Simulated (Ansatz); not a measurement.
`C[SiH](O)Cl` + CH₃NH₂ → `CN[SiH](C)O` + HCl at 600 K and 1 bar (ligand exchange at the Si–Cl bond).

Calculated with Ansatz (gas phase, PBE0-D4/def2-TZVP geometries, no zero-point term in ΔE). CCSD(T)/CBS adds triple-zeta CCSD(T) − MP2 to the extrapolated MP2 energy (def2 sets, frozen cores). This one scheme is used for every species. Each species was taken in one conformer, which may not be the lowest.

```tsv
species	CCSD(T)/CBS energy (Eh)	H − E (kJ/mol)	S (J/(mol·K))
`C[SiH](O)Cl`	-865.21254	216.4	409.0
CH₃NH₂	-95.75281	199.3	283.8
`CN[SiH](C)O`	-500.56717	374.8	482.5
HCl	-460.38127	35.4	207.2
```

H − E and S are ideal-gas, rigid-rotor, harmonic terms from PBE0-D4/def2-TZVP, for one conformer and one mirror image of each species. 1 Eh = 2625.50 kJ/mol, R = 8.31446 J/(mol·K).

Q: By hand: ΔE, ΔH, ΔS and ΔG.

A: ΔE = (-500.56717) + (-460.38127) − (-865.21254) − (-95.75281) = 0.01691 Eh = 44.4 kJ/mol. Δ(H − E) = 374.8 + 35.4 − 216.4 − 199.3 = -5.5, so ΔH = 38.9 kJ/mol. ΔS = 482.5 + 207.2 − 409.0 − 283.8 = -3.1 J/(mol·K). ΔG = 38.9 − 600 × (-3.1)/1000 = 40.8 kJ/mol.

Q: By hand: the equilibrium constant, and the temperature at which ΔG would vanish if ΔH and ΔS stayed fixed.

A: log₁₀ K = −ΔG/(RT ln 10) = -3.6. ΔH and −TΔS have one sign here, so there is no such temperature. One of them is within its doubt of zero, so this could turn.

The number of gas molecules stays the same, so ΔS is small and ΔH decides. A doubt of 5 kJ/mol in ΔE shifts log₁₀ K by 0.4 here. Other conformers and mirror images would add mixing entropy, several J/(mol·K) or more a flexible species. Modes under 60 cm⁻¹, often nearly free rotors, make the harmonic entropy too high. These are equilibria of isolated gas molecules and say nothing of rates. Largest T1 diagnostic: 0.010 (customary marks: 0.02 for closed shells, 0.045 for open ones).
